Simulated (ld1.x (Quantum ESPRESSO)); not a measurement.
An all-electron radial function and its pseudo partner (B (Z = 5))

Columns: radius, all-electron u(r) and pseudo u(r) of the 2p shell (level -8.09 eV) of boron in the configuration [He] 2s2 2p0.5; PBE, scalar-relativistic, RRKJ scheme, ld1.x (Quantum ESPRESSO) 7.5.

| r (bohr) | all-electron | pseudo |
| --- | --- | --- |
| 0.103 | 0.0319 | 0.0138 |
| 0.205 | 0.1007 | 0.0533 |
| 0.308 | 0.1838 | 0.1152 |
| 0.410 | 0.2673 | 0.1926 |
| 0.513 | 0.3465 | 0.2797 |
| 0.615 | 0.4167 | 0.3677 |
| 0.718 | 0.4781 | 0.4515 |
| 0.820 | 0.5295 | 0.5245 |
| 0.923 | 0.5733 | 0.5848 |
| 1.025 | 0.6083 | 0.6298 |
| 1.128 | 0.6353 | 0.6607 |
| 1.230 | 0.6543 | 0.6787 |
| 1.332 | 0.6663 | 0.6864 |
| 1.435 | 0.6719 | 0.6864 |
| 1.538 | 0.6720 | 0.6809 |
| 1.640 | 0.6672 | 0.6718 |
| 1.743 | 0.6584 | 0.6601 |
| 1.845 | 0.6463 | 0.6467 |
| 1.948 | 0.6313 | 0.6313 |
| 2.050 | 0.6142 | 0.6142 |
| 2.153 | 0.5953 | 0.5953 |
| 2.255 | 0.5753 | 0.5753 |
| 2.358 | 0.5542 | 0.5542 |
| 2.460 | 0.5328 | 0.5328 |
| 2.562 | 0.5110 | 0.5110 |
| 2.665 | 0.4890 | 0.4890 |

**Question.** How many radial nodes do the two functions have?

**Answer.** The all-electron 2p function has n − l − 1 = 0; the pseudo-wave has 0.

**Question.** At about which radius was the pseudo-wave matched?

**Answer.** 2.00 bohr. The columns agree to 0.0005 from 1.84 bohr on; several derivatives are matched, so the curves merge somewhat inside the radius.

**Question.** Where does each function peak?

**Answer.** Outermost all-electron maximum near 1.54 bohr, pseudo maximum near 1.33 bohr (to the table’s step).

**Question.** Is the pseudo-wave norm-conserving?

**Answer.** Yes: the RRKJ scheme keeps the norm inside the radius equal to the all-electron one, which fixes the energy derivative of the logarithmic derivative at the level.
